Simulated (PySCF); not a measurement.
BH4, SMILES [BH4-], charge -1. Atoms are numbered in the order given.

```xyz
5

B      0.0000     0.0000     0.0000
H      0.7170    -0.7170    -0.7170
H     -0.7170    -0.7170     0.7170
H     -0.7170     0.7170    -0.7170
H      0.7170     0.7170     0.7170
```
Charge -1, spin multiplicity 1.

Geometry optimised at ωB97X-D3(BJ)/def2-TZVPD.

All values below come from PBE/pcJ-1 (PySCF).

Isotropic couplings with Fermi-contact, spin-dipole and both spin-orbit terms, one fixed conformer, no vibrational averaging. Isotopes: 11B, 1H.

**Question.** Estimate the spin–spin coupling constants. (An estimate is asked for; the answer gives what the named calculation found.)

**Answer.** 
| pair | bonds apart | J (Hz) |
|---|---|---|
| B1–H2 | 1 | 81.8 |
| B1–H3 | 1 | 81.8 |
| B1–H4 | 1 | 81.8 |
| B1–H5 | 1 | 81.8 |
| H2–H3 | 2 | -11.2 |
| H2–H4 | 2 | -11.2 |
| H2–H5 | 2 | -11.2 |
| H3–H4 | 2 | -11.2 |
| H3–H5 | 2 | -11.2 |
| H4–H5 | 2 | -11.2 |
